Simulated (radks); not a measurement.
Initial-state core-level shifts of neutral potassium when its valence configuration changes from [Ar] 4s1. Calculated with a radial shooting solver on a logarithmic mesh with Libxc functionals: Dirac Kohn-Sham, PBE, spin-unpolarised, spherical densities, finite nucleus; open shells fill j = l - 1/2 first; Fermi nuclear charge, rms radius 3.4349 fm. Shifts are changes of the shell-averaged eigenvalues in eV (positive: less bound); the change of the density at the nucleus, which sets a Mossbauer isomer shift, is in e/bohr^3, on a base of 5192.

valence          1s      2s      2p      3s  density at nucleus
3d1          -1.623  -1.519  -1.528  -1.477             -1.1481
4p1          -1.484  -1.486  -1.484  -1.470             -1.1347
3d0.5 4s0.5  -1.061  -1.024  -1.027  -1.002             -0.4893
